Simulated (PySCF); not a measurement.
Harmonic spectrum computed at PBE0 in the def2-TZVP basis family (core potentials from Rb on, PySCF, no spin–orbit coupling):

```
ω (cm⁻¹)  IR (km/mol, summed over degenerate members)  degeneracy
     862                                          0.0           3
     932                                          715           3
    1025                                          0.0           3
    1782                                         1799           3
    1785                                          0.0           2
    1958                                          0.0           1
```

Task: Which molecule gave it? In each, all ligands are bound to the one heavy central atom.
A. IH₆ (doublet)
B. TeH₆ (singlet)
C. SeH₆ (singlet)
D. WH₆ (singlet)
E. SH₆ (singlet)

Result: B. It has Oh symmetry with Te–H 1.733 Å (×6).
